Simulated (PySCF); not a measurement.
These 3 structures share the formula CH11NOSi3. Method: PBE0-D3(BJ)/def2-SVP geometry optimisation, gas phase in PySCF. One conformer each; no zero-point energy, no entropy. No frequencies were run at this level. Point groups hold within 0.08 Å.

Problem. Order them by energy at this level, lowest first, and give relative energies in kcal/mol.
A. `[CH3:1][Si@:2]([NH2:3])([SiH3:4])[O:5][SiH3:6]` with C1–Si2–N3–H -167° and 37°, C1–Si2–O5–Si6 -120°
B. `[NH2:1][SiH2:2][O:3][SiH2:4][CH2:5][SiH3:6]` with H–N1–Si2–O3 -73° and 73°, N1–Si2–O3–Si4 162°, Si2–O3–Si4–C5 -5°, O3–Si4–C5–Si6 54°
C. `[CH3:1][SiH2:2][Si@@H:3]([NH2:4])[O:5][SiH3:6]` with C1–Si2–Si3–N4 -52°, Si2–Si3–N4–H -168° and 44°, Si2–Si3–O5–Si6 -54°

Solution. A (0.0), B (0.2), C (3.0).

Neighbours under 2.5 kcal/mol apart (C[Si@](N)([SiH3])O[SiH3] and N[SiH2]O[SiH2]C[SiH3]) can change places with a better method, another conformer or zero-point energy.

```
                  SMILES       E (Eh)  E rel (kcal/mol)  dipole (D)  point group       A, B, C (MHz)
C[Si@](N)([SiH3])O[SiH3]  -1042.33417               0.0        2.01           C1   2221, 1125, 971.3
   N[SiH2]O[SiH2]C[SiH3]  -1042.33392               0.2        1.33           C1  2931, 905.9, 731.6
C[SiH2][Si@@H](N)O[SiH3]  -1042.32934               3.0        2.05           C1   2020, 1219, 953.5
```
